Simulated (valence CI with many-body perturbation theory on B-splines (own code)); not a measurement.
# Ladder of approximations for Cr IV

Method: configuration interaction combined with many-body perturbation theory (CI+MBPT): three valence electrons over a frozen Dirac-Fock core [Ar], radial functions for each j: 9 s, 9 p, 10 d, 8 f, 5 g, 3 h, 1 i, with the one-electron correlation potential Σ1 (screened to all orders), the two-electron term Σ2, the three-electron term Σ3, Breit, model QED; selected single and double excitations, second order for the rest, scaled by the run's own slope (own B-spline code, finite nucleus).

Against 66 measured levels this calculation errs by 1079 cm⁻¹ on average and by 1844 at most. These come from a selection out of Sugar and Corliss, J. Phys. Chem. Ref. Data 6, 317 (1977). Levels without a partner in it may be off by more, other configurations by 1,000 to 8,000 cm⁻¹.

Each rung adds one term. CI alone is the Dirac-Coulomb CI over the frozen core; QED comes last and gives the full result, which names the levels. Energies are above 3d³ ⁴F_3/2 on the same rung, in eV.

Names give the largest LS component (configuration and term), which can be under half, so a name can repeat, a term be missing and a line seem to break the LS rules; names also repeat where a configuration has a term twice. Letters in brackets count levels of one name in rising energy.

```tsv
Level	CI alone	+ Σ1	+ Σ2	+ Σ3	+ Breit	Full
3d³ ⁴F_5/2	0.026	0.030	0.034	0.034	0.029	0.029
3d³ ⁴F_7/2	0.063	0.071	0.079	0.079	0.068	0.068
3d³ ⁴F_9/2	0.108	0.123	0.136	0.136	0.116	0.116
3d³ ⁴P_1/2	1.840	1.887	1.800	1.800	1.795	1.796
3d³ ⁴P_3/2	1.852	1.900	1.814	1.815	1.810	1.810
3d³ ⁴P_5/2	1.885	1.938	1.856	1.856	1.846	1.846
3d³ ²G_7/2	1.878	1.935	1.897	1.855	1.846	1.846
3d³ ²G_9/2	1.918	1.979	1.945	1.904	1.888	1.889
3d³ ²P_3/2	2.356	2.428	2.412	2.471	2.469	2.469
3d³ ²P_1/2	2.343	2.416	2.393	2.481	2.475	2.475
3d³ ²H_9/2	2.572	2.648	2.550	2.550	2.538	2.538
3d³ ²H_11/2	2.604	2.683	2.588	2.589	2.569	2.570
3d³ ²D_3/2 [a]	2.553	2.633	2.678	2.635	2.622	2.623
3d³ ²D_5/2 [a]	2.583	2.664	2.711	2.640	2.628	2.628
3d³ ²F_7/2	4.314	4.433	4.268	4.294	4.282	4.283
3d³ ²F_5/2	4.330	4.451	4.289	4.315	4.306	4.306
3d³ ²D_5/2 [b]	6.478	6.656	6.681	6.681	6.674	6.675
3d³ ²D_3/2 [b]	6.498	6.679	6.701	6.702	6.694	6.695
3d²4s ⁴F_3/2	9.546	10.542	12.636	12.685	12.697	12.704
3d²4s ⁴F_5/2	9.576	10.576	12.672	12.721	12.729	12.737
3d²4s ⁴F_7/2	9.620	10.625	12.724	12.773	12.775	12.783
3d²4s ⁴F_9/2	9.676	10.689	12.792	12.841	12.834	12.841
3d²4s ²F_5/2	10.236	11.236	13.372	13.424	13.431	13.438
3d²4s ²F_7/2	10.324	11.334	13.478	13.529	13.524	13.531
3d²4s ²D_5/2	11.428	12.466	14.504	14.555	14.561	14.569
3d²4s ²D_3/2	11.437	12.477	14.523	14.573	14.578	14.586
3d²4s ⁴P_1/2	11.578	12.620	14.577	14.626	14.637	14.644
3d²4s ⁴P_3/2	11.599	12.644	14.607	14.657	14.663	14.671
3d²4s ⁴P_5/2	11.640	12.691	14.666	14.715	14.712	14.720
3d²4s ²P_1/2	12.247	13.284	15.257	15.308	15.317	15.324
3d²4s ²P_3/2	12.287	13.329	15.305	15.356	15.357	15.364
```

**Question.** How does the ionisation energy move along the ladder, and which term matters most?

**Answer.** CI alone 44.969, + Σ1 46.578, + Σ2 48.725, + Σ3 48.725, + Breit 48.732, + QED 48.734 eV. The largest step is Σ2, 2.148 eV. NIST lists 49.16 ± 0.05 eV (semi-empirical), further off than its uncertainty and the later steps.
